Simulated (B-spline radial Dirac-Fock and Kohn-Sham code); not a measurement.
Atomic SCF run for Mg

ΔSCF core binding energies without Breit or QED terms, calculated with a B-spline atomic structure program. Keys: rel is the Hamiltonian (dirac, or spin-free x2c and nr, where L3 and M5 stand for the whole 2p and 3d shells), method is hf or an exchange,correlation pair (spin-unpolarised, also for the hole states), nuc the nuclear model, radius_factor scales its radius, rmax is the box in bohr, h the logarithmic mesh step, order the B-spline order, points the quadrature points per cell, c_factor scales the speed of light, and damp, ndamp, maxit and tol steer the iteration. The run stops when the commutator error falls below 10·tol·max(1, Z/10), or the numerical noise floor, and the energy has settled to about 1e-8 Ha; the virial ratio is −V/T.

Input (task.json):

```json
{"items": [{"Z": 12, "q": 0, "cfg": [[1, 0, 2], [2, 0, 2], [2, 1, 6], [3, 0, 2]], "A": 24, "rrms": 3.057, "do": "settings", "holes": ["K", "L3", "M5"],
  "settings": [{"rel": "dirac", "method": "hf", "nuc": "fermi", "radius_factor": 1.0, "rmax": 45.0, "h": 0.3, "order": 8, "points": 10, "c_factor": 1.0, "maxit": 60, "damp": 0.5, "ndamp": 3, "tol": 1e-06}]}]}
```

Command: `python xray2_run.py task.json out`

Ground-state iterations:

```
iter   energy (Ha)        error
   1     -199.65177678  4.68e-01
   2     -199.91151193  5.05e-02
   3     -199.93179786  1.72e-02
   4     -199.93445936  5.92e-03
   5     -199.93499783  2.21e-03
   6     -199.93505404  3.53e-04
   7     -199.93506177  7.59e-05
   8     -199.93506213  5.11e-06
   9     -199.93506214  5.18e-07
```

The ground state converged in 9 iterations, with total energy -199.93506 Ha, virial ratio 1.99679 and highest orbital energy -6.90 eV. ΔSCF binding energies: K (1s) 1311.7 eV, L3 (2p3/2) 56.31 eV. Holes are computed only in closed shells, and unreliable hole states are left out.
